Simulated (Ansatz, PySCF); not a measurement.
This PySCF input computes a CCSD(T)/cc-pVDZ energy:

```python
from pyscf import gto, scf, mp, cc as ccmod

mol = gto.M(
    atom='''
    C    -0.55982290   -0.38935176   -0.14055642
    C     0.69609575   -0.53485567   -0.05058747
    O    -0.12653497    0.88358548    0.18310703
    H    -1.54471547   -0.78451446   -0.32373956
    H     1.73935815   -0.73892478    0.00574662
    ''',
    basis='cc-pvdz',
    charge=0,
    spin=0,
    verbose=4,
)

mf = scf.RHF(mol)
mf.conv_tol = 1e-10
mf.max_cycle = 100
mf.kernel()
mp2 = mp.MP2(mf, frozen=3).run()
cc = ccmod.CCSD(mf, frozen=3)
cc.max_cycle = 100
cc.kernel()
et = cc.ccsd_t()
print(f'E(CCSD(T)) = {cc.e_tot + et:.9f}')
```

### Question
Write an input for the same energy in Ansatz (a program for electronic structure) and say what it gives.

### Answer

Ansatz 0.2 input:
```yaml
crystal:
  periodic: [false, false, false]
  atoms:
    - {symbol: C, position_ang: [-0.55982290, -0.38935176, -0.14055642]}
    - {symbol: C, position_ang: [0.69609575, -0.53485567, -0.05058747]}
    - {symbol: O, position_ang: [-0.12653497, 0.88358548, 0.18310703]}
    - {symbol: H, position_ang: [-1.54471547, -0.78451446, -0.32373956]}
    - {symbol: H, position_ang: [1.73935815, -0.73892478, 0.00574662]}
basis:
  gaussian:
    orbitals: cc-pVDZ
magnetization: {spin_polarized: false}
correlation: {method: ccsd_t, electrons: outside_noble_gas}
```
It gives -152.07472 Eh, and PySCF -152.07472 Eh, a difference of 0.00 mEh.
